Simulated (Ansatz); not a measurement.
`C=C[SiH](C=C)C=C`. The species carries charge 0 and has multiplicity 1. All single points use the PBE0-D4/def2-TZVP geometry. It is one conformer, not always the lowest.

```xyz
17

C     2.560    0.768   -0.596
C     1.810   -0.319   -0.756
Si    0.216   -0.621    0.163
C     0.063    0.604    1.558
C    -1.000    1.382    1.742
C    -1.241   -0.491   -0.991
C    -2.122   -1.472   -1.165
H     3.478    0.928   -1.156
H     2.286    1.553    0.105
H     2.139   -1.064   -1.479
H     0.226   -2.013    0.702
H     0.884    0.685    2.271
H    -1.070    2.083    2.570
H    -1.855    1.347    1.073
H    -1.373    0.426   -1.566
H    -2.040   -2.412   -0.626
H    -2.961   -1.386   -1.850
```

(1) What is the dipole moment at ωB97M-V/def2-TZVPP? (An estimate is asked.)

(2) And with PBE, r2SCAN, B3LYP? (Estimate.)

(3) Give the Mulliken charges with ωB97M-V, r2SCAN, B3LYP in def2-TZVPP. (An estimate is asked.)

## Answers

(1) Ansatz gave: 0.62 D, with components (-0.17, 0.56, -0.21) D in this frame, pointing from negative to positive charge.

(2) Computed: PBE 0.60 D, r2SCAN 0.62 D, B3LYP 0.59 D.

(3) Computed: 
```csv
atom,ωB97M-V,r2SCAN,B3LYP
C1,-0.18,-0.13,-0.19
C2,-0.25,-0.22,-0.22
Si3,0.44,0.46,0.46
C4,-0.27,-0.21,-0.22
C5,-0.18,-0.14,-0.20
C6,-0.28,-0.23,-0.22
C7,-0.17,-0.12,-0.19
H8,0.11,0.08,0.11
H9,0.09,0.07,0.10
H10,0.10,0.07,0.09
H11,-0.05,-0.10,-0.11
H12,0.11,0.08,0.09
H13,0.11,0.08,0.11
H14,0.10,0.08,0.10
H15,0.11,0.08,0.10
H16,0.10,0.08,0.10
H17,0.11,0.08,0.11
```

B3LYP here is the variant with VWN-RPA as its local correlation; programs differ in this.
